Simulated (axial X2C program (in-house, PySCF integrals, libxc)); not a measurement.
Spin–orbit effects down a group: molecules with H, CCSD(T)

Computed with an in-house relativistic program for diatomic molecules, spin-free (one-electron X2C) or two-component (2c: spin–orbit coupling with atomic mean-field Coulomb and Gaunt terms, which also bring small scalar terms), in Dyall basis sets with cores contracted in-house; open shells are unrestricted.

Basis sets: H dyall-v3z, O dyall-av3z, Se dyall-cv3z, Te dyall-cv3z. Frozen shells (counts by l): OH O 1s, H none, 7 electrons correlated; SeH Se 3s2p1d, H none, 7 electrons correlated; TeH Te 4s3p2d, H none, 7 electrons correlated. Coupled cluster in natural virtuals with an MP2 remainder. Where the outer core of a metal is frozen, bonds come out longer and ionisation energies lower.

| molecule | spin-free state | Re (Å) | ωe (cm⁻¹) | De (eV) | 2c state | Re 2c (Å) | ωe 2c (cm⁻¹) | De 2c (eV) |
| --- | --- | --- | --- | --- | --- | --- | --- | --- |
| OH | M_S = 1/2, Λ = 1 | 0.974 | 3713.8 | 4.52 | Ω = 3/2 | 0.974 | 3713.8 | 4.52 |
| SeH | M_S = 1/2, Λ = 1 | 1.469 | 2410.9 | 3.27 | Ω = 3/2 | 1.470 | 2405.9 | 3.26 |
| TeH | M_S = 1/2, Λ = 1 | 1.664 | 2128.0 | 2.88 | Ω = 3/2 | 1.667 | 2109.6 | 2.81 |

Each entry is the lowest single determinant of a limited PBE0 search at one distance. De goes to single-determinant-based atoms at the same level (for ions the charge split of lowest energy) and is withheld (n/a) where an atom does not fit its ground term or J level. Main or longest-lived isotopes.
